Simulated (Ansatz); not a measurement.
`[SH][Ti]([SH])([Cl])[Cl]` + HCl → `[SH][Ti]([Cl])([Cl])[Cl]` + H₂S at 600 K and 1 bar (ligand exchange at a Ti–S bond).

Program: Ansatz. Geometries: PBE0-D4/def2-TZVP. ΔE: electronic, gas phase. CBS: MP2 limit from def2 TZ/QZ plus the TZ coupled-cluster correction, frozen cores. This one scheme is used for every species. For Ti outer-core shells are correlated without core-valence functions, which leaves a few kJ/mol of doubt a bond. Scalar relativity is left out up to krypton. One conformer a species, not always the lowest.

| species | CCSD(T)/CBS energy (Eh) | H − E (kJ/mol) | S (J/(mol·K)) |
| --- | --- | --- | --- |
| `[SH][Ti]([SH])([Cl])[Cl]` | -2565.43877 | 120.4 | 493.8 |
| HCl | -460.38127 | 35.4 | 207.2 |
| `[SH][Ti]([Cl])([Cl])[Cl]` | -2626.86635 | 93.8 | 471.2 |
| H₂S | -398.97279 | 60.8 | 230.9 |

H − E and S are ideal-gas, rigid-rotor, harmonic terms from PBE0-D4/def2-TZVP, for one conformer and one mirror image of each species. 1 Eh = 2625.50 kJ/mol, R = 8.31446 J/(mol·K).

Task: By hand: ΔE, ΔH, ΔS and ΔG.

Result: ΔE = (-2626.86635) + (-398.97279) − (-2565.43877) − (-460.38127) = -0.01910 Eh = -50.1 kJ/mol. Δ(H − E) = 93.8 + 60.8 − 120.4 − 35.4 = -1.2, so ΔH = -51.3 kJ/mol. ΔS = 471.2 + 230.9 − 493.8 − 207.2 = 1.1 J/(mol·K). ΔG = -51.3 − 600 × (1.1)/1000 = -52.0 kJ/mol.

Task: By hand: the equilibrium constant, and the temperature at which ΔG would vanish if ΔH and ΔS stayed fixed.

Result: log₁₀ K = −ΔG/(RT ln 10) = 4.5. ΔH and −TΔS have one sign here, so there is no such temperature.

The number of gas molecules stays the same, so ΔS is small and ΔH decides. A doubt of 5 kJ/mol in ΔE shifts log₁₀ K by 0.4 here. Other conformers and mirror images would add mixing entropy, several J/(mol·K) or more a flexible species. These are equilibria of isolated gas molecules and say nothing of rates. Largest T1 diagnostic: 0.027 (customary marks: 0.02 for closed shells, 0.045 for open ones).

ΔS is within the doubt of such terms, so its sign, and with it that verdict, could turn.
